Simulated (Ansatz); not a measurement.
Species: CsI (charge -1, doublet). 
Geometry from a B3LYP-D3(BJ)/def2-TZVP (Ansatz, a program for electronic structure) optimisation:
```
Cs
I 1 3.6081
```
Charge -1, spin multiplicity 2.

Parts of the frozen-core correlation energy in def2-SVP (Ansatz, hartree). Frozen orbitals: 13; correlated occupied orbitals by spin: 5 and 4; virtual: 32 and 33. Open shells are spin-unrestricted. Spin-orbit coupling is left out. In def2 rows, elements after Kr have scalar-relativistic effective core potentials.

```json
[
 {"term": "reference (HF)", "value": "-316.62270"},
 {"term": "MP2 opposite-spin", "value": "-0.07225"},
 {"term": "MP2 same-spin", "value": "-0.02779"},
 {"term": "CCSD correlation", "value": "-0.10953"},
 {"term": "(T)", "value": "-0.00124"},
 {"term": "CCSDT minus CCSD(T)", "value": "-0.00015"},
 {"term": "T1 diagnostic", "value": "0.007"},
 {"term": "largest doubles amplitude", "value": "0.036"},
 {"term": "<S^2> of the reference", "value": "0.750"}
]
```
